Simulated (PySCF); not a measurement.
**[Tl(NH2)2]+: from a saddle point downhill**

PySCF 2.14.0, RKS BP86, Tl def2-SVP with ECP60, N def2-SVP, H def2-SVP; non-relativistic Hamiltonian with scalar-relativistic core potentials where named; density fitting; no spin-orbit coupling. Relaxed within the symmetry of its start, the geometry (C2v) is

```xyz
7

Tl    0.0000    0.0000   -0.0379
N     2.0563    0.0000    0.3034
H     2.4569   -0.8282   -0.1788
H     2.4569    0.8282   -0.1788
N    -2.0563    0.0000    0.3034
H    -2.4569    0.8282   -0.1788
H    -2.4569   -0.8282   -0.1788
```

and its lowest harmonic modes are -150, 136, 157, 447, 555, 756 cm⁻¹ (negative: unstable). It was moved along the lowest mode and relaxed again, within the group C2 that the move left.

Q: Where does it end, and how much lower?

A: In C2, 0.031 eV lower, after 13 steps:
```xyz
7

Tl    0.0000    0.0000   -0.0590
N     2.0467    0.1430    0.2174
H     2.4234   -0.8067    0.4020
H     2.4822    0.4751   -0.6631
N    -2.0467   -0.1430    0.2174
H    -2.4234    0.8067    0.4020
H    -2.4822   -0.4751   -0.6631
```

Q: How do the contacts change?

A: 
```csv
contact,saddle (Å),end (Å)
Tl1–N2 (NH2),2.084,2.070
Tl1–N5 (NH2),2.084,2.070
```


Q: Is the end a minimum?

A: Yes; lowest modes 132, 161, 200, 438, 566, 751 cm⁻¹.

State: singlet.
